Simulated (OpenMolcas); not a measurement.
**Predicting a hybrid from its neighbours: CH6GeO**

CH6GeO has 9 atoms, charge 0, and is taken as a singlet. SMILES: `C[O][GeH3]`. The shape is that of a PBE0-D4/def2-TZVP optimisation.

The vertical energy of the triplet above the singlet y, in eV, basis cc-pVDZ; a is the functional's share of exact exchange. Programs: OpenMolcas 26.06.

| functional | program | a | y (eV) |
| --- | --- | --- | --- |
| PBE | OpenMolcas | 0 | 5.85 |
| revPBE | OpenMolcas | 0 | 5.91 |
| B3LYP | OpenMolcas | 0.2 | ? |
| PBE0 | OpenMolcas | 0.25 | 6.18 |
| BHLYP | OpenMolcas | 0.5 | 6.45 |

Task: Fit y = c + s·a to the known rows and predict B3LYP.

Result: 
1. Means of the 4 rows: a = 0.1875, y = 6.098.
2. Σ(Δa)² = 0.17188, Σ(Δa·Δy) = 0.19688, so the slope is 0.19688/0.17188 = 1.1455.
3. Intercept: 6.098 − (1.1455) × 0.1875 = 5.883. The largest residual of the fit is 0.033.
4. B3LYP: 5.883 + (1.1455) × 0.2 = 6.11 eV.

The run gave 6.22 eV, so the prediction is off by -0.11 eV, more than the largest residual. The rows mix families of semi-local functionals, which the line can't see.
